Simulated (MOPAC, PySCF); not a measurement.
CH₃BO, SMILES `CB=O`, neutral singlet in the gas phase. 

Cartesian coordinates (Å):
```xyz
6

C     -0.5191     0.0058    -0.0054
B      1.0116    -0.0113     0.0106
O      2.2162    -0.0248     0.0232
H     -0.9032    -0.7013    -0.7424
H     -0.9163    -0.2689     0.9730
H     -0.8892     1.0004    -0.2590
```
Charge 0, spin multiplicity 1.

All levels are single points at this geometry (B3LYP-D3(BJ)/def2-TZVP); Pople sets use spherical d functions. Orbital energies aren't observables, and empty levels follow the basis.

```
level                            HOMO (eV)  LUMO (eV)  gap (eV)  dipole (D)  vertical IE, Delta-SCF (eV)
-------------------------------  ---------  ---------  --------  ----------  ---------------------------
B3LYP-D3(BJ)/def2-TZVP in PySCF      -9.46       0.03      9.49        3.71                        12.51
PBE-D3(BJ)/def2-TZVP in PySCF        -8.20      -0.34      7.86        3.56                        12.41
B3LYP/3-21G in PySCF                 -9.31       1.28     10.59        3.15                            –
M06-2X/6-31G* in PySCF              -11.02       2.43     13.44        3.46                            –
SVWN5/6-31G* in PySCF                -8.03       0.19      8.22        3.31                            –
AM1 in MOPAC                        -13.17       2.05     15.22        3.14                            –
```
